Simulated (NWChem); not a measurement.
System: BHOF cation; SMILES [OH+]=BF

Excerpt of the output:

```
             Northwest Computational Chemistry Package (NWChem) 7.3.0
             --------------------------------------------------------

 ORDER OF PRIMARY AXIS IS BEING SET TO 4
 CS  symmetry detected

                             Geometry "geometry" -> ""
                             -------------------------

 Output coordinates in angstroms (scale by  1.889725989 to convert to a.u.)

  No.       Tag          Charge          X              Y              Z
 ---- ---------------- ---------- -------------- -------------- --------------
    1 O                    8.0000     0.00047793    -1.18869884     0.00000000
    2 B                    5.0000    -0.00012510     0.03589212     0.00000000
    3 F                    9.0000     0.00005584     1.27641714     0.00000000
    4 H                    1.0000    -0.00370054    -2.15762411     0.00000000

 Effective nuclear repulsion energy (a.u.)      58.8991376225

      Symmetry information
      --------------------

 Group name             Cs
 Group number              2
 Group order               2
 No. of unique centers     4

                                 NWChem DFT Module
                                 -----------------

 Summary of "ao basis" -> "ao basis" (spherical)
 ------------------------------------------------------------------------------
       Tag                 Description            Shells   Functions and Types
 ---------------- ------------------------------  ------  ---------------------
 O                         def2-svpd                 9       23   4s3p2d
 B                         def2-svpd                 8       20   4s2p2d
 F                         def2-svpd                 9       23   4s3p2d
 H                         def2-svpd                 4        8   2s2p

      Symmetry analysis of basis
      --------------------------

        a'         52
        a"         22

            General Information
            -------------------
          SCF calculation type: DFT
          Wavefunction type:  closed shell.
          No. of atoms     :     4
          No. of electrons :    22
           Alpha electrons :    11
            Beta electrons :    11
          Charge           :     1
          Spin multiplicity:     1
          Use of symmetry is: on ; symmetry adaption is: on
          Maximum number of iterations: 150
          AO basis - number of functions:    74
                     number of shells:    30
          Convergence on energy requested:  1.00D-06
          Convergence on density requested:  1.00D-05
          Convergence on gradient requested:  5.00D-04

              XC Information
              --------------
                  TPSS metaGGA Exchange Functional  1.000
             TPSS03 metaGGA Correlation Functional  1.000

             Grid Information
             ----------------
          Grid used for XC integration:  medium
          Radial quadrature: Mura-Knowles
          Angular quadrature: Lebedev.
          Tag              B.-S. Rad. Rad. Pts. Rad. Cut. Ang. Pts.
          ---              ---------- --------- --------- ---------
          O                   0.60       49          10.0       434
          B                   0.85       49           8.0       434
          F                   0.50       49          10.0       434
          H                   0.35       45          11.0       434
          Grid pruning is: on
          Number of quadrature shells:   192
          Spatial weights used:  Erf1

      Superposition of Atomic Density Guess
      -------------------------------------

 Sum of atomic energies:        -198.99494427

 Renormalizing density from      23.00 to     22

      Non-variational initial energy
      ------------------------------

 Total energy =    -194.256831
 1-e energy   =    -373.473760
 2-e energy   =     120.317791
 HOMO         =      -1.021600
 LUMO         =      -0.365074

      Symmetry analysis of molecular orbitals - initial
      -------------------------------------------------

  Numbering of irreducible representations:

     1 a'          2 a"

  Orbital symmetries:

     1 a'          2 a'          3 a'          4 a'          5 a'
     6 a'          7 a'          8 a"          9 a'         10 a'
    11 a"         12 a'         13 a'         14 a"         15 a'
    16 a'         17 a'         18 a"         19 a'         20 a'
    21 a"

     ---------------------------------------------
      Total Density - Mulliken Population Analysis
     ---------------------------------------------

    Atom       Charge   Shell Charges
 -----------   ------   -------------------------------------------------------
    1 O    8     8.63   1.99  1.16  0.44  0.09  3.49  1.32  0.12  0.01  0.00
    2 B    5     3.43   1.99  0.81 -0.20 -0.03  0.95 -0.27  0.18 -0.00
    3 F    9     9.39   1.99  1.24  0.59  0.15  3.81  1.59  0.01  0.01  0.00
    4 H    1     0.54   0.45  0.09  0.05 -0.05

   convergence    iter        energy       DeltaE   RMS-Dens  Diis-err
 ---------------- ----- ----------------- --------- --------- ---------
 d= 0,ls=0.0,diis     1   -199.8869618729 -2.59D+02  3.33D-02  2.86D+00
 d= 0,ls=0.0,diis     2   -199.1492284530  7.38D-01  2.27D-02  1.12D+01
 d= 0,ls=0.0,diis     3   -200.1405043351 -9.91D-01  3.08D-03  3.84D-02
 d= 0,ls=0.0,diis     4   -200.1437726845 -3.27D-03  9.89D-04  1.47D-02
 d= 0,ls=0.0,diis     5   -200.1447861842 -1.01D-03  5.23D-04  2.85D-03
  Resetting Diis
 d= 0,ls=0.0,diis     6   -200.1450813261 -2.95D-04  3.76D-05  4.08D-05
 d= 0,ls=0.0,diis     7   -200.1450844333 -3.11D-06  2.48D-05  1.13D-06
 d= 0,ls=0.0,diis     8   -200.1450842231  2.10D-07  1.35D-05  3.59D-06
 d= 0,ls=0.0,diis     9   -200.1450845324 -3.09D-07  1.61D-06  2.41D-08

         Total DFT energy =     -200.145084532379
      One electron energy =     -385.306852286833
           Coulomb energy =      149.480158808955
    Exchange-Corr. energy =      -23.217528677021
 Nuclear repulsion energy =       58.899137622519

 Numeric. integr. density =       22.000000681661

                  Occupations of the irreducible representations
                  ----------------------------------------------

                     irrep           alpha         beta
                     --------     --------     --------
                     a'                9.0          9.0
                     a"                2.0          2.0

                       DFT Final Molecular Orbital Analysis
                       ------------------------------------

 Vector    9  Occ=2.000000D+00  E=-7.455224D-01  Symmetry=a'
              MO Center= -1.6D-05,  8.2D-01, -6.9D-27, r^2= 1.1D+00
   Bfn.  Coefficient  Atom+Function         Bfn.  Coefficient  Atom+Function
  ----- ------------  ---------------      ----- ------------  ---------------
    48      0.580926  3 F  px                51     -0.341352  3 F  px
    28      0.277029  2 B  px                 5     -0.204345  1 O  px
     8     -0.123060  1 O  px                11     -0.044617  1 O  px

 Vector   10  Occ=2.000000D+00  E=-6.644125D-01  Symmetry=a'
              MO Center=  7.7D-04, -7.0D-01,  1.2D-26, r^2= 1.4D+00
   Bfn.  Coefficient  Atom+Function         Bfn.  Coefficient  Atom+Function
  ----- ------------  ---------------      ----- ------------  ---------------
     5      0.577407  1 O  px                 8      0.352223  1 O  px
    48      0.300727  3 F  px                51     -0.181522  3 F  px
    28     -0.159369  2 B  px                34     -0.066889  2 B  d -2
    11      0.041162  1 O  px                54     -0.025002  3 F  px

 Vector   11  Occ=2.000000D+00  E=-6.644119D-01  Symmetry=a"
              MO Center=  2.6D-04, -7.0D-01,  3.2D-16, r^2= 1.4D+00
   Bfn.  Coefficient  Atom+Function         Bfn.  Coefficient  Atom+Function
  ----- ------------  ---------------      ----- ------------  ---------------
     7      0.577409  1 O  pz                10      0.352225  1 O  pz
    50      0.300727  3 F  pz                53     -0.181522  3 F  pz
    30     -0.159371  2 B  pz                35     -0.066889  2 B  d -1
    13      0.041162  1 O  pz                56     -0.025003  3 F  pz

 Vector   12  Occ=0.000000D+00  E=-2.903784D-01  Symmetry=a'
              MO Center=  7.9D-04, -3.1D-01,  2.7D-15, r^2= 3.4D+00
   Bfn.  Coefficient  Atom+Function         Bfn.  Coefficient  Atom+Function
  ----- ------------  ---------------      ----- ------------  ---------------
    26      1.098169  2 B  s                  3     -0.403244  1 O  s
    27      0.372990  2 B  s                  2     -0.294707  1 O  s
    47     -0.237700  3 F  s                  4     -0.224671  1 O  s
    49     -0.212871  3 F  py                67      0.195547  4 H  s
    45     -0.182938  3 F  s                 46     -0.170463  3 F  s

 Vector   13  Occ=0.000000D+00  E=-2.733377D-01  Symmetry=a'
              MO Center= -3.5D-03, -3.6D-02,  5.1D-15, r^2= 1.6D+00
   Bfn.  Coefficient  Atom+Function         Bfn.  Coefficient  Atom+Function
  ----- ------------  ---------------      ----- ------------  ---------------
    28      0.729388  2 B  px                31     -0.465751  2 B  px
     5      0.317485  1 O  px                48     -0.288991  3 F  px
     8      0.269177  1 O  px                51      0.225535  3 F  px
    54      0.163888  3 F  px                39     -0.103407  2 B  d -2
    19     -0.060052  1 O  d -2              72      0.060271  4 H  px

 Vector   14  Occ=0.000000D+00  E=-2.733358D-01  Symmetry=a"
              MO Center= -1.6D-04, -3.6D-02, -1.2D-14, r^2= 1.6D+00
   Bfn.  Coefficient  Atom+Function         Bfn.  Coefficient  Atom+Function
  ----- ------------  ---------------      ----- ------------  ---------------
    30      0.729394  2 B  pz                33     -0.465757  2 B  pz
     7      0.317493  1 O  pz                50     -0.288993  3 F  pz
    10      0.269185  1 O  pz                53      0.225537  3 F  pz
    56      0.163892  3 F  pz                40     -0.103411  2 B  d -1
    20     -0.060053  1 O  d -1              74      0.060274  4 H  pz

     ---------------------------------------------
      Total Density - Mulliken Population Analysis
     ---------------------------------------------

    Atom       Charge   Shell Charges
 -----------   ------   -------------------------------------------------------
    1 O    8     8.22   1.99  1.06  0.52  0.22  3.00  1.33  0.10  0.01 -0.01
    2 B    5     3.99   1.98  0.84 -0.27 -0.03  1.57 -0.34  0.22  0.03
    3 F    9     9.07   1.99  1.17  0.66  0.20  3.35  1.64  0.04  0.01  0.01
    4 H    1     0.72   0.64  0.06  0.06 -0.05

     -------------------------------------------
      Total Density - Lowdin Population Analysis
     -------------------------------------------

    Atom       Charge   Shell Charges
 -----------   ------   -------------------------------------------------------
    1 O    8     7.71   1.97  0.74  0.40  0.08  2.74  1.53  0.15  0.01  0.10
    2 B    5     4.55   1.93  0.31  0.08  0.03  1.21  0.29  0.51  0.18
    3 F    9     8.84   1.98  0.96  0.59  0.10  3.16  1.77  0.19  0.01  0.09
    4 H    1     0.89   0.44  0.11  0.17  0.17

     Multipole analysis of the density
     ---------------------------------

     L   x y z        total         alpha         beta         nuclear
     -   - - -        -----         -----         ----         -------
     0   0 0 0      1.000000    -11.000000    -11.000000     23.000000

     1   1 0 0     -0.003675     -0.001837     -0.001837      0.000000
     1   0 1 0     -1.299762     -0.649881     -0.649881     -0.000000
     1   0 0 1     -0.000000     -0.000000     -0.000000      0.000000

     2   2 0 0     -9.765637     -4.882846     -4.882846      0.000056
     2   1 1 0      0.016227      0.000867      0.000867      0.014493
     2   1 0 1     -0.000000     -0.000000     -0.000000      0.000000
     2   0 2 0     -2.762355    -56.070222    -56.070222    109.378089
     2   0 1 1     -0.000000     -0.000000     -0.000000      0.000000
     2   0 0 2     -9.765671     -4.882835     -4.882835      0.000000
```

Level: TPSS/def2-SVPD. The geometry was optimised at PBE0/def2-SVP.

Problem. Write an input that gives this output.

Solution. This is not unique; one that fits is the input that was run:
```
start job
memory heap 200 mb stack 700 mb global 900 mb
charge 1
geometry units angstroms noautoz
  O      0.000340    -1.186309     0.000000
  B     -0.000184     0.038282     0.000000
  F      0.000077     1.278807     0.000000
  H     -0.003901    -2.155234     0.000000
end
basis spherical
  O library def2-svpd
  B library def2-svpd
  F library def2-svpd
  H library def2-svpd
end
dft
  xc xtpss03 ctpss03
  iterations 150
  mulliken
end
task dft energy
```
